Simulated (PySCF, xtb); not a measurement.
In(I)(Me)2 (C2H6IIn), SMILES [CH3][In]([CH3])[I].

xtb with GFN2-xTB at its own geometry gives an orbital gap of 3.31 eV and a dipole moment of 6.78 D.

Geometry: PBE-D3(BJ)/def2-SVP. The structure was generated by enumeration; whether it is a known compound was not checked. The def2 effective core potentials stand for the cores of I, In; spin–orbit coupling is left out.

### Question
What does PySCF with PBE/def2-TZVP give? (Estimate from the structure and the level; the computed values follow.)

### Answer
gap 3.69 eV (levels -5.81 and -2.13 eV), dipole 3.54 D.
